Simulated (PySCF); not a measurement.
Core-level binding energies of (LiH)4 ring

Compound: (LiH)4 ring, Li4H4.
Structure used (PBE0-D3(BJ)/def2-SVP), in Å, numbered top down from 1:
```xyz
8
Li4H4 angstrom
Li    -0.885    0.863    1.705
H     -1.532    1.694    0.376
Li    -1.111    1.305   -1.222
H     -0.199    0.317   -2.259
Li     0.869   -0.877   -1.706
H      1.553   -1.668   -0.374
Li     1.129   -1.295    1.226
H      0.175   -0.341    2.253
```

Theory: PySCF, delta-SCF UKS SCAN, pcX-2 on the ionised atom, pcseg-1 elsewhere, spin-free X2C. Binding energies are ΔSCF values: E(core-ionised, relaxed orbitals) − E(ground state) at a fixed geometry, referred to the vacuum level.

Task: What binding energy does each computed site have?

Result: 
```json
{"atom(s)": "Li1/Li3/Li5/Li7", "bonded to": "2 H", "level": "Li 1s", "binding energy (eV)": "61.88", "count": "4"}
```

Task: Give the binding energy of Li 1s of Li1/Li3/Li5/Li7 in hartree and in kJ/mol.

Result: 61.88 eV = 2.2740 Eh = 5971 kJ/mol.

The first atom of each set that the bonding makes equivalent was ionised and stands for the set. Isolated species at its PBE0-D3(BJ)/def2-SVP geometry, gas phase.
